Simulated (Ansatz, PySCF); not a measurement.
Species: BeH$_{2}$ (charge 0, singlet). 
Geometry from a B3LYP-D3(BJ)/def2-TZVP (Ansatz, a program for electronic structure) optimisation:
```
Be
H 1 1.3301
H 1 1.3301 2 180.00
```

Property: atomisation energy (electronic, to ground-state atoms), in kcal/mol. Correlated levels leave the core frozen unless marked. UHF or UKS for open shells. Spin-orbit coupling is left out. No relativistic terms. Basis-set limits of correlation are two-point, X^-3; Hartree-Fock from the larger set.

```csv
level,program,atomisation energy (kcal/mol)
HF/6-31G*,Ansatz,127.1
HF/def2-QZVPPD,Ansatz,125.4
BLYP-D4/def2-TZVPD,Ansatz + dftd4,152.7
TPSS/def2-TZVPD,PySCF,157.1
```

### Question
Predict the CCSD(T)/CBS(def2-TZVPPD,def2-QZVPPD) result (Ansatz).

### Answer
147.7 kcal/mol
